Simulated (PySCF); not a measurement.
Species: CH8SSeSi2.
Atom-mapped SMILES: `[SiH3:1][S:2][CH2:3][SiH2:4][SeH:5]` (hydrogens: H6, H7, H8 on Si1; H9, H10 on C3; H11, H12 on Si4; H13 on Se5)

Computed, not measured: PySCF, PBE0-D3(BJ)/def2-SVP geometry optimisation, gas phase.

List the bond lengths, angles and torsions at this level.

```tsv
bond	length (pm)
Si1–S2	214.1
S2–C3	182.9
C3–Si4	189.0
Si4–Se5	228.4
Si1–H6, Si1–H7, Si1–H8	149.4
C3–H9, C3–H10	110.3
Si4–H11, Si4–H12	149.1
Se5–H13	147.2
```

Bonds in one row agree within 1 pm and their mean is given. A selection of angles:
```tsv
angle	degrees
S2–Si1–H6	111.0
S2–Si1–H8	106.1
H6–Si1–H7	108.3
H6–Si1–H8	110.2
Si1–S2–C3	99.5
S2–C3–Si4	108.9
S2–C3–H9	111.1
Si4–C3–H9	109.1
H9–C3–H10	108.2
C3–Si4–Se5	111.2
C3–Si4–H11	110.0
Se5–Si4–H11	105.0
Se5–Si4–H12	110.9
H11–Si4–H12	110.5
Si4–Se5–H13	93.1
```

Dihedral angles: Si1–S2–C3–Si4 180° (antiperiplanar); S2–C3–Si4–Se5 179° (antiperiplanar); H13–Se5–Si4–C3 68° (synclinal). The mirror-image conformer, all signs reversed, is as good.

S2 (sulfur bonded to C and Si) is bent (angle 99.5°). Si4 (SiH2 silicon) is distorted tetrahedral (angles from 105.0° to 111.2°). The 5 heavy atoms lie in one plane (0.009 Å rms). Si1 (SiH3 silicon) is tetrahedral (angles from 106.1° to 111.0°).

Whether it is a minimum is left open (no frequencies). The numbers are those of one conformer (Si1–S2–C3–Si4 180°, S2–C3–Si4–Se5 179°, C3–Si4–Se5–H 68°).
